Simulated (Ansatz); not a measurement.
A nudged elastic band was laid between two geometries of Cl2HInO + H2 (7 atoms, charge 0, multiplicity 1).

The calculation used Ansatz, RKS PBE/def2-SVP.

* movable images: 5
* climbing image: yes
* spring: 5.0 eV/Å²
* optimiser: quadratic models (default)
* start path: through a guess of the saddle point
* force threshold: 0.03 eV/Å
* iteration limit: 60
* end points: relaxed

Image 0:

```xyz
7
Properties=species:S:1:pos:R:3
In -0.004 -0.239 0.104
O 0.033 -0.482 2.102
H -0.889 -0.474 2.430
Cl 1.996 -0.363 -1.110
Cl -2.039 0.071 -1.045
H 0.414 2.528 0.903
H 0.355 2.043 1.501
```

Image 6:

```xyz
7
Properties=species:S:1:pos:R:3
In 0.316 0.820 -0.205
O 0.021 0.069 2.029
H -0.873 -0.297 1.804
Cl 1.949 -0.685 -1.020
Cl -1.911 -0.130 -0.331
H 0.523 2.525 -0.068
H -0.159 0.781 2.676
```

Task: Which bonds break or form, and what moves?

Result: Bonds broken: H6–H7. Bonds formed: In1–H6, O2–H7. Cl2HInO + H2 becomes Cl2H3InO.

Task: Give the energies along the band, and the barrier.

Result: The run converged. The highest image is number 2 of 0 to 6, 12.4 kcal/mol above the first end and 32.8 kcal/mol above the last; the last end lies 20.3 kcal/mol below the first. A vibrational analysis at the climbing image gives one clearly imaginary mode, 992i cm⁻¹: a first-order saddle point. The orbitals stay closed-shell, which can raise the energy where a bond breaks towards radicals; this wasn't checked here.

| image | path coordinate (Å) | energy (kcal/mol) | H6–H7 (Å) | In1–H6 (Å) | O2–H7 (Å) |
| --- | --- | --- | --- | --- | --- |
| 0 | 0.00 | 0.0 | 0.77 | 2.91 | 2.62 |
| 1 | 0.61 | 2.8 | 0.79 | 2.52 | 1.99 |
| 2 | 1.22 | 12.4 | 0.96 | 2.08 | 1.39 |
| 3 | 1.81 | -8.2 | 1.59 | 1.81 | 1.01 |
| 4 | 2.41 | -16.0 | 2.29 | 1.74 | 0.98 |
| 5 | 3.01 | -19.0 | 2.87 | 1.73 | 0.98 |
| 6 | 3.61 | -20.3 | 3.32 | 1.72 | 0.98 |

Task: What is the geometry of the highest image?

Result: 
```xyz
7
Properties=species:S:1:pos:R:3
In 0.080 0.224 -0.067
O 0.091 0.052 2.070
H -0.734 -0.264 2.494
Cl 2.056 -0.392 -1.176
Cl -2.043 0.063 -1.073
H 0.271 2.022 0.966
H 0.146 1.378 1.669
```

Task: What are the harmonic wavenumbers there?

Result: 992i, 86, 99, 120, 233, 337, 379, 410, 515, 748, 775, 1256, 1544, 1992, 3672 cm⁻¹.

The band took 12 iterations and of the order of 3 core-minutes.

Time of the run: 97 s on 2 threads of Arm Neoverse V1, on a shared host, peak memory 0.14 GiB.
